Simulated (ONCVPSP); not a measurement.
Transferability test, ONCV potential for iodine (I)

- Element: I (Z = 53)
- Generator: ONCVPSP 4.0.1
- Type: optimised norm-conserving Vanderbilt (ONCV)
- Functional: PBEsol
- Relativity: scalar-relativistic
- Frozen core: [Kr] 4d10
- Valence charge: 7
- Reference configuration: 5s2 5p5
- Partial waves: 5s: rc 1.70 bohr, ncon 4, nbas 9, qcut 3.6 1/bohr, 3 projectors, debl 4 Ha; 5p: rc 2.10 bohr, ncon 4, nbas 7, qcut 3.1 1/bohr, 2 projectors, debl 0.6 Ha; d scattering state at 0.05 Ha: rc 1.65 bohr, ncon 3, nbas 6, qcut 5.1 1/bohr, 3 projectors, debl 2.7 Ha
- Local potential: polynomial inside 1.35 bohr (lpopt 5, dvloc0 -1 Ha)
- Core correction: Teter function, fcfact 4.5, rcfact 1.55

Energies are relative to the spin-unpolarised reference configuration 5s2 5p5; without spin polarisation the order of configurations can differ from experiment.

```csv
valence configuration,charge,ΔE all-electron (eV),error AE − PS (meV)
5s2 5p4,+1,11.151,-15
5s2 5p3,+2,31.035,-88
5s1 5p6,0,10.446,-6.7
```

(1) What are ΔE and the potential's error for 5s2 5p2?

Levels in the configuration 5s2 5p3:

```json
{"level": "5s", "all-electron (eV)": "-36.081", "pseudo (eV)": "-36.203"}
{"level": "5p", "all-electron (eV)": "-24.529", "pseudo (eV)": "-24.646"}
```

Note: ghosts flagged at negative energy: d at -50.4 eV; GHOST(+) flagged for p at 56.4 eV, s at 145.4 eV. A true bound ghost makes a file unfit for plane-wave use.

## Answers

(1) ΔE = 60.421 eV all-electron; the error (AE − PS) is -291 meV.
